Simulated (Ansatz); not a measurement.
Al8N7H22⁻, a nanocrystal cut from wurtzite AlN (hydrogen-capped), relaxed as a singlet with RKS PBE-D4/def2-SVP in Ansatz, starting from the GFN2-xTB geometry. Force threshold 0.03 eV/Å.

Start:

```xyz
37

Al    1.3429    2.6088    1.2639
N     1.5331    3.0826   -0.6071
N     1.2580    0.7342    1.1480
Al    1.5722   -0.1899   -0.4830
Al    0.7365   -2.5401    1.4821
N     1.2133   -2.0236   -0.2926
Al    0.3261    2.4717   -1.9978
N     0.3670    0.6145   -1.7125
Al   -0.1751   -2.6621   -1.4367
Al   -0.4656    0.3464    1.8275
N    -0.8065   -1.4928    1.8926
N    -1.5412    1.1215    0.4334
Al   -1.4283    0.2181   -1.2609
Al   -2.2699   -2.0007    0.7906
N    -1.7035   -1.6122   -0.9808
H     2.6950    3.0433    1.9363
H     0.0120    3.3101    1.7431
H     2.3799    2.5520   -0.8502
H     1.7752    4.0658   -0.7233
H     1.9078    0.3004    1.8138
H     3.0532    0.0260   -0.9532
H     1.8978   -1.9645    2.4360
H     0.4710   -4.0724    1.6086
H     2.0683   -2.5302   -0.5386
H     1.0476    2.8223   -3.3489
H    -1.0576    3.1656   -1.6886
H     0.5339    0.1148   -2.5935
H     0.2254   -2.1897   -2.9222
H    -0.4290   -4.1921   -1.2710
H    -0.7359    0.9744    3.2217
H    -1.0704   -1.7226    2.8548
H    -1.2183    2.0862    0.2928
H    -2.5175    1.1592    0.7355
H    -2.4564    0.7447   -2.2991
H    -2.6355   -3.5078    0.9693
H    -3.4457   -0.9541    1.1141
H    -2.4599   -1.9077   -1.6042
```

Task: Estimate the energy that the relaxation releases and the steps that it takes.

Result: 20.8 kcal/mol, in 7 steps; 18 s on 2 threads of AMD EPYC 7R13 on a shared host and a share (18 GiB) of an NVIDIA H100 80GB HBM3. No frequencies were taken in this run, so the end may be a saddle point.

Task: Does the start keep its bonding and symmetry?

Result: By distances, no bond broke or formed. The bond that changes most is Al9–H29, from 1.56 to 1.62 Å (atoms count from 1). Point group Cs at the start, Cs at the end, both within 0.05 Å.

Task: Predict the relaxed structure.

Result: 
Cartesian coordinates in Å:
```
Al 1.496 2.649 1.186
N 1.889 3.031 -0.716
N 1.159 0.746 1.194
Al 1.550 -0.134 -0.478
Al 0.826 -2.494 1.567
N 1.183 -2.003 -0.285
Al 0.496 2.514 -2.023
N 0.259 0.625 -1.694
Al -0.149 -2.626 -1.563
Al -0.579 0.355 1.913
N -0.842 -1.541 1.907
N -1.752 1.043 0.502
Al -1.571 0.221 -1.267
Al -2.361 -2.097 0.824
N -1.738 -1.662 -0.968
H 2.803 3.028 2.059
H 0.117 3.448 1.482
H 2.789 2.596 -0.978
H 2.046 4.047 -0.808
H 1.824 0.313 1.863
H 3.069 0.152 -0.963
H 1.989 -1.816 2.504
H 0.663 -4.090 1.758
H 2.057 -2.496 -0.536
H 1.067 2.794 -3.510
H -0.827 3.321 -1.544
H 0.437 0.127 -2.587
H 0.260 -2.049 -3.043
H -0.354 -4.227 -1.505
H -0.882 1.011 3.349
H -1.101 -1.789 2.878
H -1.629 2.067 0.421
H -2.726 0.886 0.813
H -2.651 0.773 -2.323
H -2.714 -3.662 1.000
H -3.607 -1.083 1.170
H -2.496 -1.977 -1.598
```
Bond lengths (bridged metal pairs left out): 19 × Al–N 1.91 to 1.98 Å; 13 × Al–H 1.61 to 1.64 Å; 9 × H–N 1.03 to 1.04 Å.
